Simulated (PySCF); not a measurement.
Compound: CH₉Ge₂NSi.
Numbering: `[H]/[N:1]=[CH:2]\[GeH2:3][GeH2:4][SiH3:5]` (hydrogens: H6 on N1; H7 on C2; H8, H9 on Ge3; H10, H11 on Ge4; H12, H13, H14 on Si5)

A GFN2-xTB structure was refined with PBE0-D3(BJ)/def2-SVP geometry optimisation, gas phase in PySCF. Its GFN2-xTB values:

```
    coordinate  GFN2-xTB
         N1=C2   1.268 Å
         N1–H6   1.052 Å
        C2–Ge3   2.004 Å
         C2–H7   1.086 Å
       Ge3–Ge4   2.365 Å
        Ge3–H8   1.538 Å
       Ge4–Si5   2.385 Å
       Ge4–H10   1.520 Å
       Si5–H12   1.464 Å
     N1–C2–Ge3    129.5°
    C2–Ge3–Ge4    117.4°
   Ge3–Ge4–Si5    119.7°
 N1–C2–Ge3–Ge4     -118°
C2–Ge3–Ge4–Si5     -157°
```

How do these coordinates change at the PBE0-D3(BJ)/def2-SVP level?

| coordinate | PBE0-D3(BJ)/def2-SVP (Å or °) | change |
| --- | --- | --- |
| Ge3–Ge4 | 2.428 | +0.063 |
| Si5–H12 | 1.495 | +0.031 |
| C2–Ge3 | 1.975 | -0.029 |
| N1–H6 | 1.028 | -0.024 |
| Ge4–H10 | 1.542 | +0.022 |
| C2–H7 | 1.107 | +0.021 |
| Ge3–H8 | 1.544 | +0.006 |
| Ge4–Si5 | 2.383 | -0.002 |
| N1=C2 | 1.268 | 0.000 |
| Ge3–Ge4–Si5 | 110.5 | -9.2 |
| C2–Ge3–Ge4 | 110.9 | -6.5 |
| N1–C2–Ge3 | 126.6 | -2.9 |
| C2–Ge3–Ge4–Si5 | -177 | -20 |
| N1–C2–Ge3–Ge4 | -111 | +7 |

The energy falls by 0.245 eV over 15 energy and gradient evaluations, the largest force component goes from 0.0235 to 3.8e-04 Eh/bohr, and the atoms move by 0.360 Å rms after alignment. The bond that changes most is Ge3–Ge4 (ends: germanium bonded to C, Ge and 2 H; germanium bonded to Ge, Si and 2 H), which lengthens by 0.063 Å. Bonds longer at the end by more than 0.005 Å: 9 of 13; shorter: 2. Among the dihedrals that turn most is H9–Ge3–Ge4–H11, from 90° to 65°. Rotational constants go from 5010, 648.7, 596.3 to 4026, 698.2, 623.4 MHz.

The run used 155 basis functions and 98 SCF cycles in all. On an Arm Neoverse V2 with one thread, shared host with 32 logical CPUs at a one-minute load of 32, this took 3.1 min of wall time and 0.63 GiB of memory at its peak.

Not checked by PBE0-D3(BJ)/def2-SVP frequencies. The numbers are those of one conformer.
